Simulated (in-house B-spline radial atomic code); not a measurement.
Mg⁺. Computed with a B-spline radial atomic code. Model: non-relativistic spherical atom: semilocal Troullier-Martins pseudo-atom, one channel per l, against all electrons, high spin, G0W0 and RPA with empty states to l = 8, local potential for every l without a channel, a model core (radius 0 = none) keeps its share of the functional.

What the tables leave out is listed at the end.

The pseudopotential gives back the lowest level of each angular momentum of its own functional in the configuration it was made in; a second state of the same l is only approximately right. Exact exchange, RPA and GW see the smooth pseudo-orbitals and miss the exchange with the core, for which the functional's share stands in. The column with an uncorrelated core keeps all orbitals and exact exchange, and so separates missing core correlation from pseudisation. Only the three outermost levels and the lowest empty one were computed. RPA here is direct RPA, with no exchange kernel, and its energies carry an (l + 1/2)⁻⁴ tail. A hybrid on a potential with a model core restores only its own semilocal share of the core's exchange.

Command:
```bash
python run_psgw.py task.json out
```
Settings (lengths in bohr, energies in hartree):
```
Z                      12
electrons              11
configuration          [Ne] 3s1
generated_in           [Ne] 3s2
functional             lda,vwn
core_shells            1
radius_factor          1.3
core_correction        False
ion_configuration      [He] 2s2 2p6
```

Cost of the run: 37 s on 1 thread of Arm Neoverse N1, on a shared host.

Given: made with LDA VWN5; model core radius 0 bohr; local radius 0.745 bohr; mean-field start LDA VWN5.

Valence shells of the generating configuration: 2s, 2p, 3s.

Channel: s 0.712, p 0.929 (radii in bohr).

Computed: largest level miss in the spin-unpolarised generating configuration 0.025 eV; valence RPA correlation energy all-electron orbitals -0.52105 hartree; valence RPA correlation energy pseudo -0.48613 hartree; all-electron RPA polarisability, core included 20.501 bohr³; ionisation by mean-field pseudo minus all 0.065 eV; ionisation by RPA all-electron 15.596 eV; ionisation by RPA pseudo minus all 0.081 eV.

```
          level  occupied  mean-field all-electron (eV)  mean-field pseudo minus all (eV)  G0W0 all-electron (eV)  G0W0 uncorrelated core minus all (eV)  G0W0 pseudo minus all (eV)  exchange self-energy all-electron (eV)  exchange self-energy pseudo (eV)
          3s up         1                       -11.983                            -0.049                 -15.613                                  0.002                      -0.087                                 -10.543                           -10.424
3s down (empty)         0                       -10.569                            -0.048                 -7.8546                                  0.002                      -0.048                                 -1.5667                           -1.4208
```

(1) What is the pseudo-atom RPA polarisability?

(2) What is the ionisation by mean-field all-electron?

Given: mean-field start PBE0.

Computed: valence RPA correlation energy all-electron orbitals -0.4972 hartree; all-electron RPA polarisability, core included 17.763 bohr³; pseudo-atom RPA polarisability 17.607 bohr³; ionisation by mean-field all-electron 15.232 eV; ionisation by mean-field pseudo minus all 0.044 eV; ionisation by RPA all-electron 15.496 eV.

```json
{"level": "3s up", "occupied": "1", "mean-field all-electron (eV)": "-12.708", "mean-field pseudo minus all (eV)": "-0.037", "G0W0 all-electron (eV)": "-15.559", "G0W0 uncorrelated core minus all (eV)": "0.002", "G0W0 pseudo minus all (eV)": "-0.069", "exchange self-energy all-electron (eV)": "-10.296", "exchange self-energy pseudo (eV)": "-10.177"}
{"level": "3s down (empty)", "occupied": "0", "mean-field all-electron (eV)": "-9.0449", "mean-field pseudo minus all (eV)": "-0.029", "G0W0 all-electron (eV)": "-7.5175", "G0W0 uncorrelated core minus all (eV)": "0.002", "G0W0 pseudo minus all (eV)": "-0.049", "exchange self-energy all-electron (eV)": "-1.5139", "exchange self-energy pseudo (eV)": "-1.3692"}
```

(3) What is the valence RPA correlation energy pseudo?

(4) What is the ionisation by RPA pseudo minus all?

Given: mean-field start Hartree-Fock.

Computed: valence RPA correlation energy pseudo -0.41701 hartree; all-electron RPA polarisability, core included 12.753 bohr³; pseudo-atom RPA polarisability 12.549 bohr³; ionisation by mean-field all-electron 14.724 eV; ionisation by mean-field pseudo minus all 0.079 eV; ionisation by RPA all-electron 15.297 eV.

| level | occupied | mean-field all-electron (eV) | mean-field pseudo minus all (eV) | G0W0 all-electron (eV) | G0W0 uncorrelated core minus all (eV) | G0W0 pseudo minus all (eV) | exchange self-energy all-electron (eV) | exchange self-energy pseudo (eV) |
| --- | --- | --- | --- | --- | --- | --- | --- | --- |
| 3s up | 1 | -14.738 | -0.079 | -15.424 | 0.002 | -0.076 | -9.8978 | -9.8213 |
| 2p down | 1 | -70.743 | -0.024 | -68.846 | 0.063 | 0.026 | -52.823 | -50.95 |
| 2p up | ? | ? | ? | ? | ? | ? | ? | ? |
| 3s down (empty) | 0 | -6.4038 | -0.041 | -7.3431 | 0.001 | -0.039 | -0.82216 | -0.74652 |

(5) What belongs in the row 2p up?

(6) What is the ionisation by RPA pseudo minus all?

(7) What is the valence RPA correlation energy all-electron orbitals?

Results:

(1) 20.182 bohr³.

(2) 15.351 eV.

(3) -0.46448 hartree.

(4) 0.082 eV.

(5) occupied: 1; mean-field all-electron (eV): -70.914; mean-field pseudo minus all (eV): -0.055; G0W0 all-electron (eV): -68.997; G0W0 uncorrelated core minus all (eV): 0.063; G0W0 pseudo minus all (eV): 0.003; exchange self-energy all-electron (eV): -52.944; exchange self-energy pseudo (eV): -51.111.

(6) 0.082 eV.

(7) -0.44466 hartree.

Among the listed levels the largest G0W0 shift of the pseudo-atom is -0.09 eV, for 3s up on the LDA VWN5 start, while leaving the core uncorrelated moves that level by +0.00 eV. The rest, -0.09 eV, comes from pseudisation and the lost core exchange. Not in the tables (levels of low weight, unsolved or above zero; the highest and the empty levels are kept at any weight): on LDA the G0W0 levels 2p down (pseudo minus all -0.08 eV, weights 0.09 and 0.10), 2p up (pseudo minus all -0.10 eV, weights 0.09 and 0.10); on PBE0 the G0W0 levels 2p down (pseudo minus all -0.06 eV, weights 0.67 and 0.64), 2p up (pseudo minus all -0.08 eV, weights 0.67 and 0.64).
